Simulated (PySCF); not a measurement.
# TmF3(H2O) at several levels of theory

Computed with PySCF 2.14.0 (density fitting, no spin-orbit coupling) at the geometry relaxed with PBE0:

```xyz
7
TmF3(H2O) (singlet in the valence; each metal's 4f electrons, 12 of them, lie in its core potential, out of spins and levels)
Tm    0.0770   -0.0793    0.0793
F     1.0479    1.3384    1.0949
F    -1.2834   -1.1084    1.1084
F     1.0479   -1.0949   -1.3384
O    -1.2629    1.2897   -1.2897
H    -1.6018    2.1656   -1.0658
H    -1.6018    1.0658   -2.1656
```

```json
{"level": "PBE0", "basis": "Tm lcecp-1-SVP with ECP58, F def2-SVP, O def2-SVP, H def2-SVP", "state": "singlet", "HOMO (eV)": "-9.60", "gap (eV)": "8.49", "charge on Tm1 (e)": "1.18", "population of f-type functions on Tm1 (polarisation alone where 4f lies in the core)": "0.08", "dipole about the centre of mass (D)": "6.69", "largest force component (eV/Å)": "0.02"}
{"level": "r2SCAN", "basis": "the same", "state": "singlet", "HOMO (eV)": "-8.06", "gap (eV)": "6.83", "charge on Tm1 (e)": "1.14", "population of f-type functions on Tm1 (polarisation alone where 4f lies in the core)": "0.07", "dipole about the centre of mass (D)": "6.63", "largest force component (eV/Å)": "0.11"}
{"level": "BP86", "basis": "the same", "state": "singlet", "HOMO (eV)": "-7.70", "gap (eV)": "5.90", "charge on Tm1 (e)": "0.96", "population of f-type functions on Tm1 (polarisation alone where 4f lies in the core)": "0.08", "dipole about the centre of mass (D)": "6.53", "largest force component (eV/Å)": "0.51"}
```

In the lcecp rows the 4f levels are missing from HOMO and gap, and the state counts the valence alone.

Charges are Mulliken's, which hang on the basis. The relaxation used the grid (50, 194), these runs (75, 302) or, all-electron (x2c bases, spin-free X2C Hamiltonian), (99, 590).

Question: What does PBE0 with Tm lcecp-1-TZVP with ECP58, F def2-TZVP, O def2-TZVP, H def2-TZVP give here?

Answer: state singlet, HOMO (eV) -9.79, gap (eV) 8.39, charge on Tm1 (e) 1.64, population of f-type functions on Tm1 (polarisation alone where 4f lies in the core) 0.09, dipole about the centre of mass (D) 6.70, largest force component (eV/Å) 0.22. Time: 13 s on 2 threads of Arm Neoverse V1, on a shared host, from free ions and atoms.

In the first row's basis the gap widens with exact exchange: 5.9 to 6.8 eV for BP86, r2SCAN (none); 8.5 eV for PBE0 (a fixed share).

A frequency check found unstable modes (1, the lowest at -13 cm⁻¹), so the relaxed geometry is a saddle point, or these are noise. An lcecp potential fixes the number of 4f electrons, so in runs with it no electron can move into or out of that shell.
